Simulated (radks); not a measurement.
Results of a calculation; reference values are marked as such.
Neutral dysprosium inside a hard spherical wall (all orbitals vanish at R), configuration held at [Xe] 4f10 6s2 and not refilled when levels cross. Level of theory: scalar-relativistic Kohn-Sham, PBE, spin-polarised, spherical densities, point nucleus; open shells are filled with parallel spins first (spin-orbit coupling, left out, can overturn this in heavy ions) (a radial shooting solver on a logarithmic mesh with Libxc functionals). Eigenvalues in eV for spin up, with the zero of energy where the potential of the charges vanishes at infinity; a dash marks a level that is unbound or too diffuse for the functional's potential to be trusted. A positive occupied level is held by the wall or, in an anion where self-interaction has pushed it up, behind a barrier. The pressure on the wall is -dE/dV.

R (bohr)  E (hartree)  kinetic (hartree)    e(5s)    e(5p)   e(4f)   e(6s)  e(5d, empty)  e(6p, empty)  pressure (GPa)
free      -12157.3626          13117.507  -49.699  -25.918  -4.367  -3.805        -1.302        -1.178               0
15        -12157.3625          13117.508  -49.696  -25.916  -4.364  -3.803        -1.298        -1.162        0.000192
10        -12157.3599          13117.530  -49.529  -25.750  -4.199  -3.672        -1.134        -0.814          0.0585
7         -12157.3193          13117.753  -48.419  -24.662  -3.104  -2.558        -0.047         1.213            1.91
6         -12157.2526          13118.040  -47.393  -23.672  -2.075  -1.176         1.044         3.471            6.75
5         -12157.0717          13118.735  -45.603  -21.975  -0.223   2.009         3.146         8.358            27.6
2.5       -12149.5976          13145.768  -19.981    5.203  29.972  83.389        41.465        108.21            5270
2         -12136.5217          13188.281    9.932   40.385  60.800  187.08        88.134        222.95           26300
1.5       -12088.1694          13333.865   109.22   155.80  135.77  484.44        228.05        538.35          195000
